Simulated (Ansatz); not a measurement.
C₂H₈AlFN₂ (SMILES C[NH][Al]([F])[NH]C), singlet, geometry from GFN2-xTB (such geometries of metal compounds can be far from the true shape), with bond 6-4 at 1.4 times its length; Ansatz (a quantum-chemistry and plane-wave program) with SC-NEVPT2/STO-3G, CASSCF(2,2).

Ansatz was given this input:
Ansatz 0.2 input:
```yaml
crystal:
  periodic: [false, false, false]
  atoms:
    - {symbol: Al, position_ang: [0.16230229, 0.28356610, 0.29571837]}
    - {symbol: F, position_ang: [0.42976602, 1.71102441, 1.08061371]}
    - {symbol: N, position_ang: [-0.92974539, 0.24675875, -1.11411057]}
    - {symbol: C, position_ang: [-1.67232930, 1.34238055, -1.72547379]}
    - {symbol: H, position_ang: [-1.09965351, -0.62319244, -1.60129973]}
    - {symbol: H, position_ang: [-3.18306229, 1.08674440, -1.68281194]}
    - {symbol: H, position_ang: [-1.37635453, 1.49257663, -2.76881286]}
    - {symbol: H, position_ang: [-1.46325250, 2.25832837, -1.17387201]}
    - {symbol: N, position_ang: [0.99590009, -1.16263859, 0.91497756]}
    - {symbol: C, position_ang: [0.96898007, -2.54066392, 0.45343063]}
    - {symbol: H, position_ang: [1.60184503, -1.06200723, 1.72210781]}
    - {symbol: H, position_ang: [0.59117925, -3.21567554, 1.22836197]}
    - {symbol: H, position_ang: [1.96533560, -2.88310326, 0.15526344]}
    - {symbol: H, position_ang: [0.31151342, -2.61142973, -0.41041989]}
basis:
  gaussian:
    orbitals: STO-3G
magnetization: {spin_polarized: false}
correlation: {method: sc_nevpt2, electrons: all, active_space: {window: {electrons: 2, orbitals: 2}}}
```

Output, abridged:

```
Functional definition: HF
560 factors; integrals over basis functions are off by at most 4.0e-5 eV
mean field evaluation 1: about -14256.3007 eV, gradient 2.8e1 eV
mean field evaluation 2: about -14256.5198 eV, gradient 2.8e1 eV
mean field evaluation 4: about -14259.5744 eV, gradient 1.7e0 eV
mean field evaluation 8: about -14259.5874 eV, gradient 9.0e-5 eV
mean field -14259.58740780 eV, -524.0301717412 hartree, gradient 2.3e-6 eV, S^2 0.000000; 0 other end points of the search recorded, 0 dependent functions left out
reference -14259.58740780 eV, -524.0301717412 hartree; 28, 28 occupied and 14, 14 virtual orbitals, 560 factors
state -14260.66962851 eV, -524.0699426186 hartree
state -14260.66962851 eV, -524.0699426186 hartree; corrected -14266.94904312 eV, -524.3007068494 hartree
Total energy: -14266.94904312 eV, -524.3007068494 hartree
```
